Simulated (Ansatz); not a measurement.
`CC1=CC(C)=[O+][Zn-]([CH3])[O]1` → 6 C• + 10 H• + 2 O• + Zn (atom)  (atomization)

Isolated molecules relaxed with PBE0-D4/def2-TZVP in Ansatz; ΔE leaves out vibrations. CBS: MP2 limit from def2 TZ/QZ plus the TZ coupled-cluster correction, frozen cores. This one scheme is used for every species, atoms too. For atomizations the MP2-based limit and the directly extrapolated one differ by several kJ/mol either way, and by 10 to 25 for some Ge, Se and Sn compounds, so smaller differences from it don't rank the levels. DFT in def2-TZVPP. B3LYP here is the variant with VWN-RPA as its local correlation; programs differ in this. Open shells (•) are unrestricted, without spin–orbit coupling. Spin–orbit coupling would lower the free atoms: a little for C, O. Bonds to Zn are less sure, by a few kJ/mol each and by 10 to 20 or more in all where they break to atoms, as the def2 sets lack core-valence functions. Scalar relativity is left out up to krypton.

| level | ΔE (kJ/mol) | difference from CCSD(T)/CBS |
| --- | --- | --- |
| PBE-D4 | 8041.3 | 237.8 |
| revPBE-D4 | 7830.3 | 26.8 |
| BLYP-D4 | 7804.4 | 0.9 |
| B3LYP-D4 | 7803.8 | 0.3 |
| BHLYP-D4 | 7560.5 | -243.0 |
| ωB97X-V | 7833.9 | 30.4 |
| ωB97M-V | 7835.7 | 32.2 |
| r2SCAN | 7870.7 | 67.2 |
| r2SCAN0 | 7734.5 | -69.0 |
| LC-ωPBE | 7850.3 | 46.8 |
| CCSD/def2-SVP | 7413.0 | -390.5 |
| MP2/def2-TZVPP | 7793.2 | -10.3 |
| SCS-MP2/def2-TZVPP | 7705.6 | -97.9 |
| CCSD(T)/def2-TZVPP | 7617.0 | -186.5 |
| MP2/def2-QZVPP | 7904.6 | 101.1 |
| SCS-MP2/def2-QZVPP | 7829.8 | 26.3 |
| CCSD(T)/CBS | 7803.5 | 0 |

Largest T1 diagnostic among the species: 0.017.

At CCSD(T), def2-SVP lies −298.0 kJ/mol from the extrapolated value and def2-TZVPP −186.5 kJ/mol: correlation converges slowly with the basis, and small sets miss more of it in the bonded molecule than in its fragments. Leaving LDA and LC-ωPBE aside and taking each functional with its dispersion term where it has one, the values spread over 480.8 kJ/mol, from BHLYP-D4 to PBE-D4. LDA lies +1047.0 kJ/mol from PBE without D4, its usual overbinding. In def2-TZVPP, CCSD(T) changes the Hartree–Fock value by +1912.5 kJ/mol (the triples alone add +132.5 kJ/mol) and MP2 by +2088.7 kJ/mol; breaking electron pairs costs correlation energy, which Hartree–Fock lacks.
